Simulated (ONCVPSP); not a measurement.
# What one change does to a pseudopotential (Ag (Z = 47), ONCV)

- Element: Ag
- Generator: ONCVPSP 4.0.1
- Type: optimised norm-conserving Vanderbilt (ONCV)
- Functional: LDA (Perdew-Wang 92)
- Relativity: scalar-relativistic
- Frozen core: [Ar] 3d10
- Valence charge: 19
- Reference configuration: 4s2 4p6 4d10 5s1
- Partial waves: 4s+5s: rc 1.60 bohr, ncon 3, nbas 8, qcut 9.5 1/bohr, 2 projectors; 4p: rc 1.35 bohr, ncon 4, nbas 7, qcut 11.1 1/bohr, 3 projectors, debl 2.1 Ha; 4d: rc 1.30 bohr, ncon 3, nbas 6, qcut 7.6 1/bohr, local
- Local potential: the d channel
- Core correction: none

In the p channel the program set the typed energies aside and used -2.156, 0.250, 2.350 Ha.

All-electron outer shells of the reference configuration (LDA (PZ), scalar-relativistic, ld1.x):

| shell | level (eV) | outermost node (bohr) | outermost maximum (bohr) |
| --- | --- | --- | --- |
| 3d | -358.91 | – | 0.27 |
| 4s | -95.08 | 0.44 | 0.82 |
| 4p | -58.67 | 0.44 | 0.87 |
| 4d | -7.66 | 0.43 | 1.04 |
| 5s | -4.72 | 1.11 | 2.49 |

Change: p: rc 1.68.

Cutoffs: the cutoffs (Ha) at which the residual kinetic energy of the hardest occupied pseudo-wave falls to 1 and 0.1 mHa per electron; they do not see the model core or the augmentation charge, which bear on the density cutoff. Errors are all-electron minus pseudo energies relative to the spin-unpolarised reference configuration.

Question: Predict the effect on cutoff, ghosts and configuration errors.

Answer: The potential gets softer (38 Ha and 75 Ha → 30 Ha and 75 Ha); the errors of the 4 common tests hardly move; neither file shows a bound ghost. A larger radius leaves more room for a smooth pseudo-wave, so fewer plane waves are needed.

| quantity | base | changed |
| --- | --- | --- |
| cutoff, loose | 38 Ha | 30 Ha |
| cutoff, tight | 75 Ha | 75 Ha |
| loose cutoff by channel | s 27 Ha, p 38 Ha, d 30 Ha | s 27 Ha, p 19 Ha, d 30 Ha |
| bound ghosts | none | none |
| GHOST(+) flags under 300 eV | none | none |
| error for 4s2 4p6 4d10 5s0, meV [ΔE 8.10 eV] | -1.4 | -1.4 |
| error for 4s2 4p6 4d9 5s0, meV [ΔE 30.48 eV] | -7.2 | -7.0 |
| error for 4s2 4p6 4d8 5s0, meV [ΔE 66.92 eV] | -18 | -16 |
| error for 4s1 4p6 4d10 5s1, meV [ΔE 102.09 eV] | -221 | -218 |
| s: phases at 1.62 bohr within 0.05 rad from the reference energy up to (Ha; the scan ends near 5) | to the end of the scan | to the end of the scan |
| d: phases at 1.32 bohr within 0.05 rad from the reference energy up to (Ha; the scan ends near 5) | to the end of the scan | to the end of the scan |
